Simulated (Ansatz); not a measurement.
Job for Ansatz (a first-principles code): R-r2SCAN/def2-TZVPP on As4 (SMILES [As]12[As]3[As]1[As]23).

Ansatz 0.2 input:
```yaml
crystal:
  periodic: [false, false, false]
  atoms:
    - {symbol: As, position_ang: [0.86703322, 0.86703322, 0.86703322]}
    - {symbol: As, position_ang: [0.86703322, -0.86703322, -0.86703322]}
    - {symbol: As, position_ang: [-0.86703322, 0.86703322, -0.86703322]}
    - {symbol: As, position_ang: [-0.86703322, -0.86703322, 0.86703322]}
basis:
  gaussian:
    orbitals: def2-TZVPP
hamiltonian:
  xc: {name: r2SCAN}
scf: {lower_state_search: off}
```

It printed:

```
WARN ansatz: RAYON_NUM_THREADS=4 ignored (pool sized by the plan → 4); use --threads N
Functional definition: r2SCAN
these checks for a lower state are left out or cut short: stability, starts, cluster_reference, orbital_swaps, neighbouring_geometries, increment
integrals: 0.19 GiB planned
1492 factors; their error is unknown
mean field: 1.01 GiB planned
mean field evaluation 1: about -243366.7577 eV, gradient 2.2e1 eV
mean field evaluation 2: about -243366.2033 eV, gradient 2.4e1 eV
mean field evaluation 4: about -243367.5788 eV, gradient 6.8e-1 eV
mean field evaluation 8: about -243367.5663 eV, gradient 1.5e-1 eV
mean field evaluation 16: about -243367.5664 eV, gradient 6.7e-7 eV
mean field -243367.56641832 eV, -8943.5931054121 hartree, gradient 4.7e-7 eV, S^2 0.000000; 0 other end points of the search recorded, 0 dependent functions left out
reference -243367.56642653 eV, -8943.5931057137 hartree; 66, 66 occupied and 126, 126 virtual orbitals, 1492 factors
Total energy: -243367.56642653 eV, -8943.5931057137 hartree
Checks for a lower state left out: stability, starts, cluster_reference, orbital_swaps, neighbouring_geometries, increment
```

The calculation finished and met its thresholds.

Cost: very roughly 4 core-seconds.
